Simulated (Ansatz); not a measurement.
Single points on V(NH)F3 (VNF3H).

```yaml
crystal:
  periodic: [false, false, false]
  atoms:
    - {symbol: V, position_ang: [-0.007765, -0.007081, -0.437399]}
    - {symbol: N, position_ang: [0.020411, 0.019456, 1.174464]}
    - {symbol: H, position_ang: [0.039014, 0.035665, 2.202196]}
    - {symbol: F, position_ang: [1.623030, -0.010426, -1.008501]}
    - {symbol: F, position_ang: [-0.842597, 1.401762, -0.988682]}
    - {symbol: F, position_ang: [-0.832093, -1.439366, -0.942088]}
basis:
  gaussian: {orbitals: def2-TZVP, initial_orbitals: start.molden}
hamiltonian: {xc: r2scan, dispersion: d4}
scf: {omitted_lower_state_checks: [starts]}
output: {orbitals: {seedname: orbitals}}
```

The file start.molden holds the orbitals of an earlier run on this structure, at another level or in another basis.

```sh
$ ansatz run in.yaml --threads 4 --pin off --events-out ev --progress --plain --max-ram 3916MiB
```

Shortened log:

```
Functional definition: r2SCAN
1101 factors; their error is unknown
mean field evaluation 1: about -35349.2953 eV, gradient 7.1e0 eV
mean field evaluation 2: about -35349.3839 eV, gradient 1.6e-1 eV
mean field evaluation 4: about -35349.3818 eV, gradient 1.0e-4 eV
mean field -35349.38178213 eV, -1299.0658198217 hartree, gradient 2.0e-5 eV, S^2 0.000000; 0 other end points of the search recorded, 0 dependent functions left out
reference -35349.38179491 eV, -1299.0658202915 hartree; 29, 29 occupied and 146, 146 virtual orbitals, 1101 factors
Total energy: -35349.40726460 eV, -1299.0667562851 hartree
Checks for a lower state left out: starts
```

Hardware: 4 threads of Intel Xeon 6975P-C on a shared host. Wall time 1.4 s.

First input, but with `hamiltonian: {xc: pbe, dispersion: d4}`, `output: {forces: true, orbitals: {seedname: orbitals}}` (abridged; 1 s):

```
Functional definition: PBE
mean field -35339.22876068 eV, -1298.6927031652 hartree, gradient 1.7e-5 eV, S^2 0.000000
Total energy: -35339.33934525 eV, -1298.6967670734 hartree
Atom 0 force    -0.000221     0.000100    -0.015358 eV/Å
Atom 1 force     0.014565     0.012391     0.800003 eV/Å
Atom 2 force    -0.006062    -0.004694    -0.318389 eV/Å
Atom 3 force     0.472336    -0.000989    -0.163779 eV/Å
Atom 4 force    -0.241836     0.407975    -0.157975 eV/Å
Atom 5 force    -0.238783    -0.414783    -0.144502 eV/Å
Dipole moment:     0.007968     0.007035     0.443410 e Å
Checks for a lower state left out: starts
```

As the first input, with `hamiltonian: {xc: {name: CAM-B3LYP}, dispersion: d4}` (abridged; 1.5 s):

```
Functional definition: CAM-B3LYP
mean field -35351.68822533 eV, -1299.1505800461 hartree, gradient 2.3e-5 eV, S^2 0.000000
Total energy: -35351.78165538 eV, -1299.1540135370 hartree
Checks for a lower state left out: starts
```

As the first input, with `gaussian: {orbitals: def2-TZVPD, initial_orbitals: start.molden}` (abridged; 2.3 s):

```
Functional definition: r2SCAN
mean field -35349.49887313 eV, -1299.0701228366 hartree, gradient 1.6e-5 eV, S^2 0.000000
Total energy: -35349.52436820 eV, -1299.0710597632 hartree
Checks for a lower state left out: starts
```

The first input with `hamiltonian: {xc: {name: revPBE}, dispersion: d4}` (abridged; 0.85 s):

```
Functional definition: revPBE
mean field -35348.58148769 eV, -1299.0364095435 hartree, gradient 3.8e-5 eV, S^2 0.000000
Total energy: -35348.91022965 eV, -1299.0484905879 hartree
Checks for a lower state left out: starts
```

As the first input, with `hamiltonian: {xc: {name: wB97M-V}}` (abridged; 3 s):

```
Functional definition: wB97M-V
mean field -35348.60901713 eV, -1299.0374212318 hartree, gradient 1.3e-5 eV, S^2 0.000000
Total energy: -35348.60906835 eV, -1299.0374231142 hartree
Checks for a lower state left out: starts
```

The first input with `gaussian: {orbitals: def2-SVP, initial_orbitals: start.molden}`, `hamiltonian: {xc: pbe, dispersion: d4}` (abridged; 0.5 s):

```
Functional definition: PBE
mean field -35323.79595483 eV, -1298.1255580112 hartree, gradient 2.3e-5 eV, S^2 0.000000
Total energy: -35323.90659173 eV, -1298.1296238424 hartree
Checks for a lower state left out: starts
```

Geometry: PBE-D4/def2-SVP.

The restricted singlet is unstable towards broken spin symmetry in Hartree–Fock (as tested in another run); at r2SCAN-D4/def2-TZVP, PBE-D4/def2-TZVP, CAM-B3LYP-D4/def2-TZVP, r2SCAN-D4/def2-TZVPD and others this wasn't settled.
